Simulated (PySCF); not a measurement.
CH7ClOSi2, SMILES C[SiH2][Si@@H](O)Cl.

Coordinates come from a ωB97X-D3(BJ)/def2-SVP optimisation. The structure was generated by enumeration; whether it is a known compound was not checked. One conformer was computed; it need not be the lowest.

Method: SMD-B3LYP/6-31G* (PySCF).

Solvation free energies are E(SMD) − E(gas) at the gas-phase geometry, for 1 M in both phases. In vacuum the dipole moment is 2.32 D.

Computed solvation free energies in water, dichloromethane, benzene:
```
solvent          ΔG(solv) (kcal/mol)  its non-electrostatic (CDS) part  dipole (D)
---------------  -------------------  --------------------------------  ----------
water                           -2.9                               4.0        2.98
dichloromethane                 -5.4                              -1.3        2.90
benzene                         -3.8                              -2.0        2.62
```
